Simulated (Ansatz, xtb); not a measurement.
## A geometry optimisation of C2H5BF− with r2SCAN-D4/def2-SVPD

The starting geometry of this gas-phase singlet was built from a drawn formula by distance geometry and a force field; its bonds are those of `[CH2-]CBF`.

```yaml
atoms:
  - { symbol: C, position_ang: [-0.8559, 0.3728, 1.8996] }
  - { symbol: C, position_ang: [-1.6876, 0.4843, 0.6014] }
  - { symbol: B, position_ang: [-1.6450, -0.8524, -0.2597] }
  - { symbol: F, position_ang: [-2.8231, -1.6080, -0.5334] }
  - { symbol: H, position_ang: [-1.3095, -0.4425, 2.5582] }
  - { symbol: H, position_ang: [0.1429, 0.1540, 1.7028] }
  - { symbol: H, position_ang: [-1.2623, 1.3299, 0.0285] }
  - { symbol: H, position_ang: [-2.7427, 0.7077, 0.8549] }
  - { symbol: H, position_ang: [-0.5544, -1.2635, -0.6443] }
```

Task: Where would you expect an optimisation with r2SCAN-D4/def2-SVPD to take it?

Result: It rearranges to `F[BH-]1CC1`. Contacts that close: C1–B3 (2.61 → 1.60 Å).

The energy falls by 1.92 eV over 11 steps:

| step | E − E(last) (eV) |
| --- | --- |
| 1 | 1.916 |
| 2 | 1.508 |
| 3 | 1.215 |
| 4 | 0.929 |
| 5 | 0.441 |
| 7 | 0.034 |
| 8 | 0.001 |
| 9 | 0.000 |
| 10 | 0.000 |
| 11 | 0.000 |

Final geometry (Å):

| atom | x (Å) | y (Å) | z (Å) |
| --- | --- | --- | --- |
| C | -0.9831 | -0.2108 | 1.4761 |
| C | -1.7504 | 0.6855 | 0.4781 |
| B | -1.4246 | -0.8257 | 0.0670 |
| F | -2.5315 | -1.7648 | 0.0747 |
| H | -1.5393 | -0.4886 | 2.3829 |
| H | 0.0570 | 0.0676 | 1.6984 |
| H | -1.2055 | 1.5422 | 0.0564 |
| H | -2.7740 | 0.9533 | 0.7769 |
| H | -0.5863 | -1.0765 | -0.8025 |

From the same start GFN2-xTB reaches the same bonding as this run.

The end wasn't checked by frequencies. Run with Ansatz 0.2.0, 26 s on 2 threads of Arm Neoverse V2, on a shared host.
